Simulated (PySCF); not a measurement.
# [SeF3]+, singlet: computed properties

Level of theory: PySCF, PBE0, basis Se def2-TZVP, F def2-TZVP (no relativity, density fitting).

The structure is a minimum.

Z-matrix (Å, degrees; charge 1 multiplicity 1):
```
Se
F  1 1.6508
F  1 1.6508 2 97.32
F  1 1.6508 2 97.32 3 -98.39
```

- Point group: C3v
- Bond lengths: Se–F 1.651 Å (×3)
- Bond angles: F–Se–F 97.3° (×3)
- Dipole moment about the centre of mass: 2.31 D
- Principal quadrupole moments (Buckingham, traceless) about the centre of mass: -0.39, -0.39, 0.78 D Å
- Heat capacity Cp at 298.15 K: 61.6 J/(mol K)
- Zero-point energy: 20.4 kJ/mol
- Highest occupied level: -18.98 eV
- Rotational constants: 0.2084, 0.2084, 0.1444 cm⁻¹
- Principal polarisabilities: 18.5, 23.6, 23.6 bohr³
- Enthalpy at 298.15 K above 0 K: 13.66 kJ/mol
- Entropy at 298.15 K and 1 bar: 285.2 J/(mol K)
- Rotational symmetry number: 3
- Lowest empty level: -9.44 eV

Harmonic modes (masses in u: Se 79.917, F 18.998):
| symmetry | ω (cm⁻¹) | IR (km/mol, summed over degenerate members) | μ (u) | type |
| --- | --- | --- | --- | --- |
| e | 289 | 10.7 | 20.33 | bend |
| a1 | 365 | 22.1 | 23.47 | bend |
| e | 819 | 195 | 22.71 | stretch |
| a1 | 836 | 35.2 | 21.76 | stretch |

In C3v the vibrations span 2e + 2a1.

Charges (e):
```json
{"atom": "Se1", "Mulliken": "1.32", "Löwdin": "0.99", "polar tensor": "2.15", "Mayer order to Se1": "–"}
{"atom": "F2,3,4", "Mulliken": "-0.11", "Löwdin": "0.00", "polar tensor": "-0.38", "Mayer order to Se1": "1.22"}
```

Mulliken populations on Se1: s 7.85, p 14.19, d 10.49, f 0.14.

Outer orbital energies (eV). occupied: -23.80, -22.93, -21.30, -21.30, -20.44, -20.44, -20.16, -18.98; empty: -9.44, -9.44, -7.24, -0.89.

Counting electrons, selenium keeps 2 of its valence electrons outside its bonds, so the VSEPR class is AX3E1 and the expected shape is trigonal pyramidal (C3v), as computed.

Other isomers or separated fragments may lie lower.

The final relaxation and frequency run took of the order of 2.9 core-minutes on a shared host.
